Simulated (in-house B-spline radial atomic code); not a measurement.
Br3+ is squeezed into an impenetrable sphere of radius R (the orbitals vanish at R). Caution: exact exchange at fractional occupations of open shells leaves self-interaction of up to several eV. All numbers are computed (non-relativistic PBE0, spin-polarised, spherical fractional occupations; point nucleus) with an all-electron radial atomic-structure program (B-spline basis), not measured.

Energies in eV above the free ion in [Ar] 3d10 4s2 4p2:

```tsv
R (bohr)	highest level (eV)	[Ar] 3d10 4s2 4p2	[Ar] 3d10 4s1 4p2 4f1	[Ar] 3d10 4s1 4p2 4d1	-dE/dV in [Ar] 3d10 4s2 4p2 (GPa)
7.93	-41.5	0	43.52	30.16	4.42e-05
5.57	-41.5	0.01151	45.24	30.31	0.0905
4.76	-41.4	0.1094	47.31	30.79	1.13
4.12	-41	0.6014	50.68	32.15	7.95
3.66	-40.1	1.958	55.36	34.83	31.8
3	-36.1	10.04	71.37	46.99	234
2.75	-32.5	18.42	84.12	58.07	507
2.35	-21.4	48.65	123.1	94.78	1860
1.6	63.6	345.1	429.1	410.8	33600
1.3	188	873.3	927.2	938.5	148000
```

(1) Does [Ar] 3d10 4s1 4p2 4f1 fall below [Ar] 3d10 4s2 4p2 under compression?

(2) Does [Ar] 3d10 4s1 4p2 4d1 fall below [Ar] 3d10 4s2 4p2 under compression?

The highest level is first positive in the row R = 1.6 bohr, pushed up by confinement above the zero of the free ion's potential. Each configuration is held fixed and needn't be the lowest in the sphere.

Results:

(1) No, it stays above over the whole range.

(2) No, it stays above over the whole range.
